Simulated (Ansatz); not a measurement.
The same path of Cl2F2H2SZr (8 atoms, charge 0, multiplicity 1) was run twice with different band settings.

Level of theory: RKS B3LYP/def2-SVP in Ansatz.

Relaxed end points:

```xyz
8
Properties=species:S:1:pos:R:3
Zr -0.004 0.037 -0.094
F 0.198 -0.080 1.803
F 1.826 -0.058 -0.579
Cl -0.611 2.149 -0.972
Cl -0.868 -1.863 -1.229
S -2.873 0.122 1.006
H -3.138 -1.201 0.902
H -2.508 0.021 2.307
```

```xyz
8
Properties=species:S:1:pos:R:3
Zr -0.007 -0.039 -0.107
F 0.194 -0.421 1.751
F 1.818 0.000 -0.617
Cl -0.670 2.177 -0.644
Cl -0.811 -1.821 -1.456
S -2.879 -0.124 0.799
H -2.841 -1.282 1.502
H -2.782 0.638 1.915
```

Common settings: movable images 5; climbing image yes; optimiser quadratic models (default); start path through a guess of the saddle point; force threshold 0.05 eV/Å; iteration limit 60; end points relaxed.

| run | spring |
| --- | --- |
| 1 | 5.0 eV/Å² |
| 2 | 0.5 eV/Å² |

(1) What does each run give, and how far can it be trusted?

Results:

(1) Run 1: converged after 16 iterations, highest image 0.000 eV above the first end. The highest image is an end point: on this band no image between the ends rises above it. A vibrational analysis next to that end finds imaginary modes (65i cm⁻¹), so it isn't a minimum.
Run 2: converged after 19 iterations, highest image 0.000 eV above the first end. The highest image is an end point: on this band no image between the ends rises above it.
